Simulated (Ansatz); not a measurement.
Computed with Ansatz on PBE0-D4/def2-TZVP structures; ΔE is electronic, products minus reactants. CCSD(T)/CBS adds triple-zeta CCSD(T) − MP2 to the extrapolated MP2 energy (def2 sets, frozen cores). This one scheme is used for every species. Functionals use def2-TZVPP. B3LYP here is the variant with VWN-RPA as its local correlation; programs differ in this. One conformer a species, not always the lowest.

Reaction (ligand exchange at the Si–C bond): `C#C[Si](F)(F)F` + `C=CS` → `C=CS[Si](F)(F)F` + `C#C`

`C#C[Si](F)(F)F`:

Cartesian coordinates in Å:
```
C -1.552 1.003 -0.685
C -0.604 0.390 -0.267
Si 0.808 -0.522 0.357
F 1.950 -0.585 -0.719
F 0.402 -1.993 0.724
F 1.388 0.161 1.646
H -2.391 1.546 -1.056
```

`C=CS`:

```xyz
7

C     1.120    0.206    0.076
C    -0.206    0.163    0.099
S    -1.146   -1.129   -0.616
H     1.717   -0.569   -0.392
H     1.646    1.034    0.534
H    -0.780    0.950    0.573
H    -2.351   -0.654   -0.274
```

`C=CS[Si](F)(F)F`:

Cartesian coordinates in Å:
```
C 0.205 1.761 0.428
C -0.686 1.055 -0.249
S -1.454 -0.425 0.387
Si 0.128 -1.695 -0.092
F 1.447 -1.372 0.707
F -0.294 -3.171 0.256
F 0.515 -1.636 -1.618
H 0.622 2.666 0.000
H 0.548 1.461 1.411
H -1.032 1.356 -1.231
```

`C#C`:

```xyz
4

C     0.483   -0.232    0.267
C    -0.483    0.232   -0.267
H     1.341   -0.646    0.741
H    -1.341    0.646   -0.741
```

(1) Is it downhill or uphill in electronic energy at CCSD(T)/CBS, and by how much? (An estimate is asked.)

(2) What do these levels give: PBE-D4, r2SCAN-D4, B3LYP-D4, ωB97X-V, ωB97M-V, PBE0, HF/def2-TZVPP, MP2/def2-TZVPP, CCSD/def2-TZVPP, HF/def2-QZVPP, SCS-MP2/def2-QZVPP, MP2/CBS(def2)? (An estimate is asked.)

Largest T1 diagnostic among the species: 0.013.

## Answers

(1) The calculation gave: Downhill: ΔE = -3.4 kcal/mol.

(2) The calculation gave: PBE-D4 -3.4, r2SCAN-D4 -2.8, B3LYP-D4 -3.0, ωB97X-V -4.0, ωB97M-V -4.0, PBE0 -2.6, HF/def2-TZVPP -1.1, MP2/def2-TZVPP -2.9, CCSD/def2-TZVPP -2.2, HF/def2-QZVPP -0.9, SCS-MP2/def2-QZVPP -2.5, MP2/CBS(def2) -3.8 kcal/mol.

The D4 term adds −2.2 kcal/mol with B3LYP and −1.2 kcal/mol with PBE0; it sums over pairs of atoms, weighted by their polarisabilities, and B3LYP, whose exchange is more repulsive, gets the larger term. In def2-TZVPP, CCSD(T) changes the Hartree–Fock value by −1.4 kcal/mol (the triples alone add −0.3 kcal/mol) and MP2 by −1.8 kcal/mol.
